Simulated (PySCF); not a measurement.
H3S, SMILES [SH3+], charge +1.

Geometry optimised at B3LYP-D3(BJ)/def2-TZVPD. The isomer is the one that the SMILES or the coordinates give; other isomers of the formula were not compared.

Calculation: B3LYP/def2-TZVPD (PySCF).

Computed frontier levels, gap, dipole moment and polarisability:
The highest occupied level comes out as -17.94 eV, the lowest empty level comes out as -7.44 eV and the orbital gap comes out as 10.51 eV. The dipole moment about the centre of nuclear charge is 1.48 D, the mean static polarisability comes out as 17.8 bohr³ (2.64 Å³) and the polarisability, principal values is 17.1, 18.2, 18.2 bohr³.
